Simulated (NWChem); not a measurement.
System: CdGeH4; SMILES [CdH][GeH3]

Here is an NWChem input.

```
start job
memory heap 200 mb stack 900 mb global 1100 mb
geometry units angstroms noautosym nocenter noautoz
  Cd     0.350102     0.958180    -0.003594
  H      0.467603     2.647850    -0.006449
  Ge     0.174357    -1.585701     0.000694
  H      0.600103    -2.208927    -1.348523
  H      1.066712    -2.236880     1.082231
  H     -1.266548    -2.076091     0.271786
end
basis spherical
  * library def2-svpd
end
ecp
  Cd library def2-ecp
end
dft
  xc pbe0
  iterations 150
end
tddft
  cis
  nroots 6
  notriplet
end
task tddft energy
```

Excerpt of the output:

```
             Northwest Computational Chemistry Package (NWChem) 7.3.0
             --------------------------------------------------------

                             Geometry "geometry" -> ""
                             -------------------------

 Output coordinates in angstroms (scale by  1.889725989 to convert to a.u.)

  No.       Tag          Charge          X              Y              Z
 ---- ---------------- ---------- -------------- -------------- --------------
    1 Cd                  48.0000     0.35010200     0.95818000    -0.00359400
    2 H                    1.0000     0.46760300     2.64785000    -0.00644900
    3 Ge                  32.0000     0.17435700    -1.58570100     0.00069400
    4 H                    1.0000     0.60010300    -2.20892700    -1.34852300
    5 H                    1.0000     1.06671200    -2.23688000     1.08223100
    6 H                    1.0000    -1.26654800    -2.07609100     0.27178600

 Effective nuclear repulsion energy (a.u.)     393.6509657833

                                 NWChem DFT Module
                                 -----------------

 Summary of "ao basis" -> "ao basis" (spherical)
 ------------------------------------------------------------------------------
       Tag                 Description            Shells   Functions and Types
 ---------------- ------------------------------  ------  ---------------------
 Cd                        def2-svpd                12       34   5s4p2d1f
 H                         def2-svpd                 4        8   2s2p
 Ge                        def2-svpd                14       38   6s4p4d

            General Information
            -------------------
          SCF calculation type: DFT
          Wavefunction type:  closed shell.
          No. of atoms     :     6
          No. of electrons :    56
           Alpha electrons :    28
            Beta electrons :    28
          Charge           :     0
          Spin multiplicity:     1
          Use of symmetry is: off; symmetry adaption is: off
          Maximum number of iterations: 150
          AO basis - number of functions:   104
                     number of shells:    42
          Convergence on energy requested:  1.00D-06
          Convergence on density requested:  1.00D-05
          Convergence on gradient requested:  5.00D-04

              XC Information
              --------------
                         PBE0 Method XC Functional
                     Hartree-Fock (Exact) Exchange  0.250
          PerdewBurkeErnzerhof Exchange Functional  0.750
            Perdew 1991 LDA Correlation Functional  1.000 local
           PerdewBurkeErnz. Correlation Functional  1.000 non-local

             Grid Information
             ----------------
          Grid used for XC integration:  medium
          Radial quadrature: Mura-Knowles
          Angular quadrature: Lebedev.
          Tag              B.-S. Rad. Rad. Pts. Rad. Cut. Ang. Pts.
          ---              ---------- --------- --------- ---------
          Cd                  1.55      123          12.0       590
          H                   0.35       45          13.0       434
          Ge                  1.25      112          11.0       590
          Grid pruning is: on
          Number of quadrature shells:   415
          Spatial weights used:  Erf1

      Superposition of Atomic Density Guess
      -------------------------------------

 Sum of atomic energies:       -2269.01418715

      Non-variational initial energy
      ------------------------------

 Total energy =   -2244.333291
 1-e energy   =   -3565.081183
 2-e energy   =    1134.672919
 HOMO         =      -0.248883
 LUMO         =       0.026077

   convergence    iter        energy       DeltaE   RMS-Dens  Diis-err
 ---------------- ----- ----------------- --------- --------- ---------
 d= 0,ls=0.0,diis     1  -2246.5566000981 -2.43D+03  8.23D-03  1.52D-01
 d= 0,ls=0.0,diis     2  -2246.5780484252 -2.14D-02  2.17D-03  2.74D-02
 d= 0,ls=0.0,diis     3  -2246.5806520497 -2.60D-03  7.15D-04  5.33D-03
 d= 0,ls=0.0,diis     4  -2246.5811712189 -5.19D-04  1.23D-04  2.69D-04
 d= 0,ls=0.0,diis     5  -2246.5811911435 -1.99D-05  3.75D-05  1.02D-05
 d= 0,ls=0.0,diis     6  -2246.5811921254 -9.82D-07  6.47D-06  7.64D-07

         Total DFT energy =    -2246.581192125357
      One electron energy =    -3565.351932893748
           Coulomb energy =     1228.352801328211
    Exchange-Corr. energy =      -95.657034052359
 Nuclear repulsion energy =      186.074973492538

 Numeric. integr. density =       56.000036533007

                       DFT Final Molecular Orbital Analysis
                       ------------------------------------

 Vector   26  Occ=2.000000D+00  E=-3.406462D-01
              MO Center= -1.0D-01, -1.9D+00,  3.9D-01, r^2= 2.4D+00
   Bfn.  Coefficient  Atom+Function         Bfn.  Coefficient  Atom+Function
  ----- ------------  ---------------      ----- ------------  ---------------
    97     -0.339919  6 H  s                 55      0.318017  3 Ge px
    89      0.294452  5 H  s                 58      0.249098  3 Ge px
    52     -0.192038  3 Ge px                98     -0.141256  6 H  s
    90      0.122430  5 H  s                 57      0.067761  3 Ge pz
    49      0.062782  3 Ge px                18      0.061484  1 Cd d -2

 Vector   27  Occ=2.000000D+00  E=-3.359963D-01
              MO Center=  3.8D-01,  1.4D+00, -4.2D-03, r^2= 3.1D+00
   Bfn.  Coefficient  Atom+Function         Bfn.  Coefficient  Atom+Function
  ----- ------------  ---------------      ----- ------------  ---------------
     4      0.615592  1 Cd s                  2     -0.379550  1 Cd s
    35      0.279351  2 H  s                 22      0.193677  1 Cd d  2
    36      0.163610  2 H  s                  1      0.157537  1 Cd s
     3     -0.157023  1 Cd s                  5      0.156508  1 Cd s
    56      0.120893  3 Ge py                20      0.112878  1 Cd d  0

 Vector   28  Occ=2.000000D+00  E=-2.620212D-01
              MO Center=  2.9D-01,  7.4D-02, -2.1D-03, r^2= 4.9D+00
   Bfn.  Coefficient  Atom+Function         Bfn.  Coefficient  Atom+Function
  ----- ------------  ---------------      ----- ------------  ---------------
    56      0.313409  3 Ge py                59      0.293666  3 Ge py
    36     -0.279389  2 H  s                 35     -0.272931  2 H  s
    47      0.238726  3 Ge s                  7      0.210359  1 Cd py
    10     -0.205619  1 Cd py                53     -0.182801  3 Ge py
     4      0.148151  1 Cd s                 46      0.129605  3 Ge s

 Vector   29  Occ=0.000000D+00  E=-3.785587D-02
              MO Center=  3.0D-01,  6.8D-01,  4.4D-03, r^2= 5.7D+00
   Bfn.  Coefficient  Atom+Function         Bfn.  Coefficient  Atom+Function
  ----- ------------  ---------------      ----- ------------  ---------------
    14      0.670177  1 Cd pz                11      0.245680  1 Cd pz
     8     -0.231664  1 Cd pz                82      0.123760  4 H  s
    90     -0.118938  5 H  s                 12      0.104750  1 Cd px
    81      0.100669  4 H  s                 89     -0.096719  5 H  s
    60      0.077399  3 Ge pz                17      0.071113  1 Cd pz

[...]

                                NWChem TDDFT Module
                                -------------------

            General Information
            -------------------
           No. of orbitals :     208
            Alpha orbitals :     104
             Beta orbitals :     104
        Alpha frozen cores :       0
         Beta frozen cores :       0
     Alpha frozen virtuals :       0
      Beta frozen virtuals :       0
         Spin multiplicity :       1
    Number of AO functions :     104
        Use of symmetry is : off
      Symmetry adaption is : off
         Schwarz screening :  0.10D-07

              XC Information
              --------------
                  PBE0 Method XC Functional
              Hartree-Fock (Exact) Exchange   0.25
   PerdewBurkeErnzerhof Exchange Functional   0.75
     Perdew 1991 LDA Correlation Functional   1.00 local
    PerdewBurkeErnz. Correlation Functional   1.00 non-local

             TDDFT Information
             -----------------
          Calculation type : Tamm-Dancoff TDDFT
         Wavefunction type : Restricted singlets
          No. of electrons :      56
           Alpha electrons :      28
            Beta electrons :      28
              No. of roots :       6
          Max subspacesize :    5200
            Max iterations :     100
               Target root :       1
           Target symmetry : none
      Symmetry restriction : off
                 Algorithm : Optimal
        Davidson threshold :  0.10D-03

    6 smallest eigenvalue differences (eV)
--------------------------------------------------------
  No. Spin  Occ  Vir  Irrep   E(Occ)    E(Vir)   E(Diff)
--------------------------------------------------------
    1    1   28   29 a        -0.262    -0.038     6.100
    2    1   28   30 a        -0.262    -0.038     6.100
    3    1   28   31 a        -0.262    -0.010     6.852
    4    1   27   29 a        -0.336    -0.038     8.113
    5    1   27   30 a        -0.336    -0.038     8.113
    6    1   26   29 a        -0.341    -0.038     8.239
--------------------------------------------------------

  Entering Davidson iterations
  Restricted singlet excited states

  Iter   NTrls   NConv    DeltaV     DeltaE      Time
  ----  ------  ------  ---------  ---------  ---------
    1      6       0     0.14E+00   0.10+100       18.0
    2     12       0     0.25E-01   0.19E-01       20.2
    3     18       0     0.13E-01   0.91E-03       21.8
    4     24       0     0.28E-01   0.24E-02       17.6
    5     30       2     0.12E-01   0.17E-02       14.3
    6     34       2     0.85E-02   0.80E-03       15.4
    7     38       3     0.54E-02   0.22E-03       13.5
    8     41       3     0.22E-02   0.56E-04       13.5
    9     44       3     0.34E-03   0.56E-05       18.3
   10     47       6     0.50E-04   0.20E-06       18.1
  ----  ------  ------  ---------  ---------  ---------
  Convergence criterion met

  Ground state a       -2246.581192125357 a.u.

  ----------------------------------------------------------------------------
  Root   1 singlet a              0.181342196 a.u.                4.9346 eV
  ----------------------------------------------------------------------------
     Transition Moments    X -0.03207   Y  0.00188   Z -0.21426
     Dipole Oscillator Strength                    0.0056749414
     Electric Quadrupole                           0.0000001690
     Magnetic Dipole                               0.0000012269
     Total Oscillator Strength                     0.0056763372

     Occ.   27  a   ---  Virt.   29  a       -0.07727
     Occ.   28  a   ---  Virt.   29  a        0.99166
  ----------------------------------------------------------------------------
  Root   2 singlet a              0.181353543 a.u.                4.9349 eV
  ----------------------------------------------------------------------------
     Transition Moments    X -0.21370   Y  0.01606   Z  0.03213
     Dipole Oscillator Strength                    0.0056770949
     Electric Quadrupole                           0.0000001668
     Magnetic Dipole                               0.0000012268
     Total Oscillator Strength                     0.0056784885

     Occ.   27  a   ---  Virt.   30  a       -0.07741
     Occ.   28  a   ---  Virt.   30  a        0.99165
  ----------------------------------------------------------------------------
  Root   3 singlet a              0.230856476 a.u.                6.2819 eV
  ----------------------------------------------------------------------------
     Transition Moments    X -0.12266   Y -1.76811   Z  0.00309
     Dipole Oscillator Strength                    0.4834573770
     Electric Quadrupole                           0.0000000681
     Magnetic Dipole                               0.0000000564
     Total Oscillator Strength                     0.4834575016

     Occ.   25  a   ---  Virt.   29  a        0.10361
     Occ.   26  a   ---  Virt.   30  a       -0.10376
     Occ.   27  a   ---  Virt.   31  a       -0.13812
     Occ.   28  a   ---  Virt.   31  a       -0.91513
     Occ.   28  a   ---  Virt.   32  a       -0.32301
     Occ.   28  a   ---  Virt.   35  a        0.05416
  ----------------------------------------------------------------------------
  Root   4 singlet a              0.261647327 a.u.                7.1198 eV
  ----------------------------------------------------------------------------
     Transition Moments    X -0.00050   Y  0.00011   Z -0.00153
     Dipole Oscillator Strength                    0.0000004524
     Electric Quadrupole                           0.0000000000
     Magnetic Dipole                               0.0000006210
     Total Oscillator Strength                     0.0000010734

     Occ.   25  a   ---  Virt.   29  a        0.25101
     Occ.   25  a   ---  Virt.   30  a        0.65336
     Occ.   25  a   ---  Virt.   33  a       -0.06965
     Occ.   26  a   ---  Virt.   29  a        0.65980
     Occ.   26  a   ---  Virt.   30  a       -0.25043
     Occ.   26  a   ---  Virt.   34  a       -0.06973
  ----------------------------------------------------------------------------
  Root   5 singlet a              0.265310202 a.u.                7.2195 eV
  ----------------------------------------------------------------------------
     Transition Moments    X -0.12591   Y  0.00911   Z  0.03034
     Dipole Oscillator Strength                    0.0029813384
     Electric Quadrupole                           0.0000003272
     Magnetic Dipole                               0.0000001275
     Total Oscillator Strength                     0.0029817931

     Occ.   25  a   ---  Virt.   29  a       -0.62122
     Occ.   25  a   ---  Virt.   30  a       -0.25759
     Occ.   25  a   ---  Virt.   31  a       -0.06272
     Occ.   26  a   ---  Virt.   29  a        0.25545
     Occ.   26  a   ---  Virt.   30  a       -0.62114
     Occ.   26  a   ---  Virt.   31  a       -0.13273
     Occ.   27  a   ---  Virt.   30  a        0.16177
     Occ.   28  a   ---  Virt.   33  a       -0.19414
     Occ.   28  a   ---  Virt.   34  a        0.05033
  ----------------------------------------------------------------------------
  Root   6 singlet a              0.265321221 a.u.                7.2198 eV
  ----------------------------------------------------------------------------
     Transition Moments    X  0.03025   Y -0.00185   Z  0.12977
     Dipole Oscillator Strength                    0.0031409934
     Electric Quadrupole                           0.0000003524
     Magnetic Dipole                               0.0000001323
     Total Oscillator Strength                     0.0031414781

     Occ.   25  a   ---  Virt.   29  a       -0.25392
     Occ.   25  a   ---  Virt.   30  a        0.62347
     Occ.   25  a   ---  Virt.   31  a       -0.13219
     Occ.   26  a   ---  Virt.   29  a       -0.61779
     Occ.   26  a   ---  Virt.   30  a       -0.25843
     Occ.   26  a   ---  Virt.   31  a        0.06265
     Occ.   27  a   ---  Virt.   29  a       -0.16882
     Occ.   28  a   ---  Virt.   33  a        0.05050
     Occ.   28  a   ---  Virt.   34  a        0.19298

              Target root =      1
          Target symmetry = none
      Ground state energy =  -2246.581192125357
        Excitation energy =      0.181342196214
     Excited state energy =  -2246.399849929143

  stored tddft:energy   -2246.3998499291429
```

Level: PBE0/def2-SVPD with def2 effective core potentials on Cd, TDA. Coordinates come from a PBE0/def2-SVP optimisation. Not confirmed as a minimum by frequencies. def2 effective core potentials on Cd; no spin-orbit coupling.
